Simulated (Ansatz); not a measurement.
Coupled-cluster diagnostics for Na₂Cl₂⁺ (the lowest doublet isomer of a short search), Ansatz.

Geometry of the doublet (PBE0-D4/def2-TZVP):

```tsv
atom	x (Å)	y (Å)	z (Å)
Na1	0.5475	2.1936	-0.4110
Na2	-0.5463	-2.1937	0.4116
Cl3	-1.2319	0.2281	-0.4284
Cl4	1.2307	-0.2281	0.4277
```

Correlated methods freeze 12 core orbitals; core or outer-core shells of Na are correlated, in sets that lack core-valence functions. In CCSD on the charge 1 quartet the largest single amplitude is 0.27, so its Hartree–Fock determinant may place the open shell otherwise than the density functionals do. In the doublet, Cl3 and Cl4 lie 2.65 Å apart (atoms count from 1), so these atoms are partly bonded to each other. In the quartet, Cl3 and Cl4 lie 2.37 Å apart (atoms count from 1), so these atoms are partly bonded to each other. The structure comes from a short search, and lower isomers may exist.

Geometry of the charge 1 quartet (PBE0-D4/def2-TZVP):

Cartesian coordinates in Å:
```
Na 1.2920 3.0424 -0.0461
Na -1.2889 -3.0437 0.0459
Cl -1.0906 0.4630 0.0145
Cl 1.0876 -0.4618 -0.0143
```

(1) Estimate the CCSD(T) correlation energy, the shares of MP2 and (T), T1 and the reference's ⟨S²⟩ for: charge 1, doublet, own geometry in def2-TZVPP; charge 1, quartet, own geometry in def2-TZVPP; and the rough time on 4 threads of Arm Neoverse V1 on a shared host.

Answers

(1) 
```json
{"state": "charge 1, doublet, own geometry", "basis": "def2-TZVPP", "correlation (eV)": "-21.078", "MP2 share (%)": "91.5", "(T) share (%)": "2.8", "T1": "0.008", "⟨S²⟩ (pure)": "0.77 (0.75)", "wall time": "75 s", "remarks": "–"}
{"state": "charge 1, quartet, own geometry", "basis": "def2-TZVPP", "correlation (eV)": "-20.538", "MP2 share (%)": "89.3", "(T) share (%)": "3.2", "T1": "0.038", "⟨S²⟩ (pure)": "3.77 (3.75)", "wall time": "2.7 min", "remarks": "flagged by the program"}
```
Customary marks for T1 are 0.02 (closed shells), 0.045 (open shells) and about 0.05 (3d metals). T1 exceeds 0.02 in 1 of 2 rows and 0.045 in 0; the higher it lies, the less the single-reference result can be trusted.
